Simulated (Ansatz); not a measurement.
Basis sets compared for Zn₆Se₆ (relaxed from a model of (ZnSe)6 ring, whose bonding it doesn't keep). The state is a singlet with charge 0. Geometry r2SCAN-D4/def2-SVP. Ansatz on 2 threads of AMD EPYC 7R13 on a shared host and a share (18 GiB) of an NVIDIA H100 80GB HBM3; times are rough, and most runs start from earlier orbitals.

```xyz
12

Se   -2.162   -1.556   -1.342
Se    0.559    1.914   -2.219
Se    1.742   -1.779   -1.635
Se   -0.558   -1.914    2.219
Se    2.162    1.557    1.342
Se   -1.742    1.779    1.635
Zn   -2.014   -0.445    0.779
Zn   -0.262   -0.339   -2.156
Zn    2.014    0.444   -0.778
Zn   -0.060   -2.201   -0.110
Zn    0.262    0.339    2.156
Zn    0.060    2.201    0.110
```

Single mean-field runs in def2-TZVP are fitted with def2-universal-jkfit.

Binding counts from free atoms (Se triplet, Zn singlet) in the same basis, without a counterpoise term.

| level | functions | energy (Eh) | HOMO (eV) | LUMO (eV) | binding per atom (eV) | wall time |
| --- | --- | --- | --- | --- | --- | --- |
| PBE-D4/def2-SVP | 378 | -25079.2656 | -5.81 | -3.14 | 2.63 | 4.4 s |
| PBE0-D4/def2-SVP | 378 | -25079.8984 | -6.89 | -2.47 | 2.60 | 7.5 s |

(1) Estimate the rows for PBE-D4/def2-TZVP (with forces), PBE0-D4/def2-TZVP.

Answers

(1) 
| level | functions | energy (Eh) | HOMO (eV) | LUMO (eV) | binding per atom (eV) | wall time |
| --- | --- | --- | --- | --- | --- | --- |
| PBE-D4/def2-TZVP (with forces) | 576 | -25082.5876 | -5.94 | -3.48 | 2.40 | 6 s |
| PBE0-D4/def2-TZVP | 576 | -25083.1669 | -6.94 | -2.80 | 2.43 | 6 s |
